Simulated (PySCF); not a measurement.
**Electron correlation in Ge (germanium, neutral)**

[Ar] 3d10 4s2 4p2, high-spin 3P determinant. Computed with PySCF 2.14 in x2c-TZVPall, with scalar relativity by spin-free X2C-1e. Frozen: [Ar] 3d10; 4 electrons correlated.

MP2 pair energies summed by pair of shells (mhartree):

```
 pair  energy  share (%)
4s-4p  -29.48       59.8
4s-4s  -15.04       30.5
4p-4p   -4.75        9.6
```

Total MP2 correlation energy: -49.27 mhartree.

Same-spin part -8.58 and opposite-spin part -40.69 mhartree; SCS-MP2 scales them by 1/3 and 6/5 to -51.69 mhartree.

| level | correlation energy (mhartree) |
| --- | --- |
| CCSD | -63.74 |
| (T) | -1.73 |
| CCSD(T) | -65.47 |

Diagnostics: T1 = 0.0087, D1 = 0.0233, largest double amplitude 0.088.

Cost of the coupled-cluster step: 0.85 s of wall time on 1 thread of Neoverse-N1 (shared host), for 4 correlated electrons.

Iterations:

```
CC2 = 0
CCSD nocc = (np.int64(3), np.int64(1)), nmo = (34, 34)
frozen orbitals [[0, 1, 2, 3, 4, 5, 6, 7, 8, 9, 10, 11, 12, 13], [0, 1, 2, 3, 4, 5, 6, 7, 8, 9, 10, 11, 12, 13]]
max_cycle = 100
direct = 0
conv_tol = 1e-08
conv_tol_normt = 1e-06
diis_space = 8
diis_start_cycle = 0
Init t2, MP2 energy = -0.0492705737503201
Init E_corr(UCCSD) = -0.0492705737504475
cycle = 1  E_corr(UCCSD) = -0.0594838434239352  dE = -0.0102132697  norm(t1,t2) = 0.0465463
cycle = 2  E_corr(UCCSD) = -0.0621891036820373  dE = -0.00270526026  norm(t1,t2) = 0.017323
cycle = 3  E_corr(UCCSD) = -0.063743557397595  dE = -0.00155445372  norm(t1,t2) = 0.00785268
cycle = 4  E_corr(UCCSD) = -0.0637349496489015  dE = 8.60774869e-06  norm(t1,t2) = 0.00146937
cycle = 5  E_corr(UCCSD) = -0.06374322191431  dE = -8.27226541e-06  norm(t1,t2) = 0.00020348
cycle = 6  E_corr(UCCSD) = -0.0637410337427264  dE = 2.18817158e-06  norm(t1,t2) = 4.41897e-05
cycle = 7  E_corr(UCCSD) = -0.0637421521545486  dE = -1.11841182e-06  norm(t1,t2) = 6.54016e-06
cycle = 8  E_corr(UCCSD) = -0.0637418245378844  dE = 3.27616664e-07  norm(t1,t2) = 1.44264e-06
cycle = 9  E_corr(UCCSD) = -0.0637418624936168  dE = -3.79557324e-08  norm(t1,t2) = 2.81587e-07
cycle = 10  E_corr(UCCSD) = -0.0637418653720121  dE = -2.87839531e-09  norm(t1,t2) = 6.76185e-08
UCCSD converged
E(UCCSD) = -2097.111952513827  E_corr = -0.0637418653720121
UCCSD(T) correction = -0.00172674200124522
```
